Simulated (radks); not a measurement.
Q: Valence configurations of Nd+ (all share [Xe]). Method: Dirac Kohn-Sham, BLYP, spin-unpolarised, spherical densities, point nucleus; open shells are shared between the two j in proportion to 2j + 1; computed with a radial shooting solver on a logarithmic mesh with Libxc functionals. Order these by energy: 4f2 5d1 6s2; 4f3 5d1 6s1; 4f3 6s1 6p1; 4f4 5d1; 4f2.5 5d1 6p1.5; 4f3.5 5d0.5 6s1; 4f4 6s1; 4f5; 4f3 6s2; 4f2.5 6s1 6p1.5.

A: From the lowest, in eV above it: 4f4 6s1 0.000; 4f3.5 5d0.5 6s1 0.572; 4f4 5d1 1.194; 4f3 6s2 2.163; 4f3 5d1 6s1 2.167; 4f5 2.778; 4f3 6s1 6p1 5.692; 4f2 5d1 6s2 9.806; 4f2.5 5d1 6p1.5 10.342; 4f2.5 6s1 6p1.5 11.516. NIST lists [Xe] 4f4 6s1 as the ground configuration; this level of theory agrees among the configurations tried. The energies are those of spherical spin-averaged densities, not of single terms.
